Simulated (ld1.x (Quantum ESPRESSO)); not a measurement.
The numbers below are computed, except where a source is named.
## Hardness and transferability of assorted potentials

Generated with ld1.x 7.5 (TM, RRKJ, ultrasoft, PAW), atompaw 4.2 or ONCVPSP 4.0.1. The cutoff is in Ry: for ld1.x and atompaw files where the sum of valence levels is converged to 10 mRy in a Bessel basis, for ONCV files where the hardest occupied wave has 1 mHa per electron of residual kinetic energy. The error is the largest all-electron minus pseudo excitation energy over each file’s own four to seven test configurations (ionisations up to +4, promotions, holes and added fractions of an electron), all of which were solved. The labels leave out finer settings (local radius, basis sizes, second energies), which also bear on the numbers. Spin-polarised tests are not counted. The rows are a selection from randomly drawn settings: files with unsolved tests, undetermined cutoffs or missed reference levels are left out.

A true bound ghost makes a file unfit for plane-wave use even where its test errors are small: the radial tests pick states by their node count and pass the ghost by.

```csv
element,potential,cutoff (Ry),largest error (meV),bound ghosts
C,"TM, PBEsol, scalar-relativistic, rc 1.30/2.20/2.30 (spd), local smoothed, core correction yes, reference 2s2 2p1",35,+410,none
C,"TM semilocal, LDA (PZ), scalar-relativistic, rc 1.35/3.10 (sp), local s, core correction yes, reference 2s2 2p2",30,+2407,none
Ni,"RRKJ, LDA (PZ), scalar-relativistic, rc 2.05/2.65/1.35 (spd), local p, core correction yes, reference 3d8 4s2 4p0",100,-2178,s
Ge,"ultrasoft, PBE, scalar-relativistic, rc 1.60/0.95/1.40 (spd), local smoothed, core correction yes, reference 3p6 3d10 4s2 4p1",140,-83,s
Cd,"PAW, PBEsol, scalar-relativistic, rc 2.05/3.20/2.60 (spd), local smoothed, core correction yes, reference 4d10 5s2 5p0",15,-162,none
Te,"TM semilocal, BLYP, scalar-relativistic, rc 1.70/2.15/1.20 (spd), local p, core correction yes, reference 4d10 5s2 5p3.5",110,-290,none
```

Fill in the row for N: TM semilocal, PBEsol, scalar-relativistic, rc 1.15/1.50 (sp), local s, core correction yes, reference 2s2 2p2.5.

cutoff 55 Ry, largest error +880 meV, bound ghosts: none.

Fill in the row for Sn: ultrasoft, LDA (PZ), scalar-relativistic, rc 2.45/2.60/1.65/2.25 (spdf), local f, core correction yes, reference 4d10 5s2 5p2.

cutoff 45 Ry, largest error -126 meV, bound ghosts: s.
